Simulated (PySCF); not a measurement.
C2H5Cl2Si (SMILES [CH2][Si](C)(Cl)Cl), doublet, at a GFN2-xTB geometry, with bond 8-3 at 1.6 times its length; PySCF with DF-B3LYP/6-31G*.

PySCF was given this input:
```python
from pyscf import gto, scf, dft

mol = gto.M(
    atom='''
C    -1.308122   -1.521278   -0.544063
Si    0.012622   -0.324738   -0.060826
C     1.738812   -1.123203    0.110874
Cl   -0.468466    0.514638    1.728901
Cl    0.137771    1.137375   -1.469969
H    -1.541628   -1.737760   -1.571061
H    -1.873639   -2.078807    0.180827
H     1.734822   -2.366867    1.323369
H     2.482513   -0.383269    0.395863
H     2.057387   -1.570687   -0.825464
''',
    basis='6-31g*',
    charge=0,
    spin=1,
    verbose=4,
)

mf = dft.UKS(mol)
mf.xc = 'b3lyp'
mf.diis = False
mf.max_cycle = 100
mf = mf.density_fit(auxbasis='def2-universal-jkfit')
mf.kernel()
```

The log (banner, timings and long lists left out):

```
PySCF version 2.14.0

[INPUT] verbose = 4
[INPUT] num. atoms = 10
[INPUT] num. electrons = 65
[INPUT] charge = 0
[INPUT] spin (= nelec alpha-beta = 2S) = 1
[INPUT] symmetry False subgroup None
[INPUT] Mole.unit = angstrom
[INPUT] Symbol           X                Y                Z      unit          X                Y                Z       unit  Magmom
[...]
nuclear repulsion = 349.360002537448
number of shells = 46
number of NR pGTOs = 227
number of NR cGTOs = 92
basis = 6-31g*
ecp = {}

******** <class 'pyscf.df.df_jk.DFUKS'> ********
method = DFUKS
initial guess = minao
damping factor = 0
level_shift factor = 0
DIIS disabled
SCF conv_tol = 1e-09
SCF conv_tol_grad = None
SCF max_cycles = 100
direct_scf = False
number electrons alpha = 33  beta = 32
XC library pyscf.dft.libxc version 7.1.2
    S. Lehtola, C. Steigemann, M. J. T. Oliveira, and M. A. L. Marques,  SoftwareX 7, 1–5 (2018)
XC functionals = b3lyp
    P. J. Stephens, F. J. Devlin, C. F. Chabalowski, and M. J. Frisch,  J. Phys. Chem. 98, 11623 (1994)
radial grids:
    Treutler-Ahlrichs [JCP 102, 346 (1995); DOI:10.1063/1.469408] (M4) radial grids

becke partition: Becke, JCP 88, 2547 (1988); DOI:10.1063/1.454033
pruning grids: <function nwchem_prune>
grids dens level: 3
symmetrized grids: False
atomic radii adjust function: <function treutler_atomic_radii_adjust>
small_rho_cutoff = 0
Set gradient conv threshold to 3.16228e-05
tot grids = 134216
******** <class 'pyscf.df.df.DF'> ********
auxbasis = def2-universal-jkfit
init E= -1289.25805100041

cycle= 1 E= -1289.01302318874  delta_E= 0.245  |g|= 0.304  |ddm|= 2.03
cycle= 2 E= -1288.98734915332  delta_E= 0.0257  |g|= 0.364  |ddm|= 0.783
cycle= 3 E= -1288.8951480375  delta_E= 0.0922  |g|= 0.54  |ddm|= 0.922
cycle= 4 E= -1288.70719658313  delta_E= 0.188  |g|= 0.71  |ddm|= 1.27
cycle= 5 E= -1288.18793025974  delta_E= 0.519  |g|= 1.21  |ddm|=  1.7
cycle= 6 E= -1287.19317782354  delta_E= 0.995  |g|= 1.38  |ddm|= 2.72
cycle= 7 E= -1275.52440034699  delta_E= 11.7  |g|= 3.59  |ddm|= 5.65
cycle= 8 E= -1243.0625886094  delta_E= 32.5  |g|= 6.02  |ddm|= 13.5

cycle= 9 E= -1220.99888382101  delta_E= 22.1  |g|= 7.58  |ddm|= 17.3
cycle= 10 E= -1213.76453673279  delta_E= 7.23  |g|= 5.24  |ddm|= 14.5

cycle= 11 E= -1092.58674066267  delta_E=  121  |g|= 6.62  |ddm|= 17.7

cycle= 12 E= -1057.79069794787  delta_E= 34.8  |g|= 4.96  |ddm|=   37

cycle= 13 E= -1029.53214881244  delta_E= 28.3  |g|= 4.38  |ddm|= 47.5

[...]

cycle= 68 E= -1027.92679054531  delta_E= 1.23  |g|= 4.34  |ddm|= 49.9

cycle= 69 E= -1029.15505045412  delta_E= -1.23  |g|= 4.35  |ddm|= 49.9

cycle= 70 E= -1027.92679054531  delta_E= 1.23  |g|= 4.34  |ddm|= 49.9

cycle= 71 E= -1029.15505045412  delta_E= -1.23  |g|= 4.35  |ddm|= 49.9

cycle= 72 E= -1027.92679054531  delta_E= 1.23  |g|= 4.34  |ddm|= 49.9

cycle= 73 E= -1029.15505045412  delta_E= -1.23  |g|= 4.35  |ddm|= 49.9

cycle= 74 E= -1027.92679054531  delta_E= 1.23  |g|= 4.34  |ddm|= 49.9

cycle= 75 E= -1029.15505045412  delta_E= -1.23  |g|= 4.35  |ddm|= 49.9

cycle= 76 E= -1027.92679054531  delta_E= 1.23  |g|= 4.34  |ddm|= 49.9

cycle= 77 E= -1029.15505045412  delta_E= -1.23  |g|= 4.35  |ddm|= 49.9

cycle= 78 E= -1027.92679054531  delta_E= 1.23  |g|= 4.34  |ddm|= 49.9

cycle= 79 E= -1029.15505045412  delta_E= -1.23  |g|= 4.35  |ddm|= 49.9

cycle= 80 E= -1027.92679054531  delta_E= 1.23  |g|= 4.34  |ddm|= 49.9

cycle= 81 E= -1029.15505045412  delta_E= -1.23  |g|= 4.35  |ddm|= 49.9

cycle= 82 E= -1027.92679054531  delta_E= 1.23  |g|= 4.34  |ddm|= 49.9

cycle= 83 E= -1029.15505045412  delta_E= -1.23  |g|= 4.35  |ddm|= 49.9

cycle= 84 E= -1027.92679054531  delta_E= 1.23  |g|= 4.34  |ddm|= 49.9

cycle= 85 E= -1029.15505045412  delta_E= -1.23  |g|= 4.35  |ddm|= 49.9

cycle= 86 E= -1027.92679054531  delta_E= 1.23  |g|= 4.34  |ddm|= 49.9

cycle= 87 E= -1029.15505045412  delta_E= -1.23  |g|= 4.35  |ddm|= 49.9

cycle= 88 E= -1027.92679054531  delta_E= 1.23  |g|= 4.34  |ddm|= 49.9

cycle= 89 E= -1029.15505045412  delta_E= -1.23  |g|= 4.35  |ddm|= 49.9

cycle= 90 E= -1027.92679054531  delta_E= 1.23  |g|= 4.34  |ddm|= 49.9

cycle= 91 E= -1029.15505045412  delta_E= -1.23  |g|= 4.35  |ddm|= 49.9

cycle= 92 E= -1027.92679054531  delta_E= 1.23  |g|= 4.34  |ddm|= 49.9

cycle= 93 E= -1029.15505045412  delta_E= -1.23  |g|= 4.35  |ddm|= 49.9

cycle= 94 E= -1027.92679054531  delta_E= 1.23  |g|= 4.34  |ddm|= 49.9

cycle= 95 E= -1029.15505045412  delta_E= -1.23  |g|= 4.35  |ddm|= 49.9

cycle= 96 E= -1027.92679054531  delta_E= 1.23  |g|= 4.34  |ddm|= 49.9

cycle= 97 E= -1029.15505045412  delta_E= -1.23  |g|= 4.35  |ddm|= 49.9

cycle= 98 E= -1027.92679054531  delta_E= 1.23  |g|= 4.34  |ddm|= 49.9

cycle= 99 E= -1029.15505045412  delta_E= -1.23  |g|= 4.35  |ddm|= 49.9

cycle= 100 E= -1027.92679054531  delta_E= 1.23  |g|= 4.34  |ddm|= 49.9
SCF not converged.
SCF energy = -1027.92679054531 after 100 cycles  <S^2> = 0.7500122  2S+1 = 2.0000122
```

The run did not converge; its last values are not results.
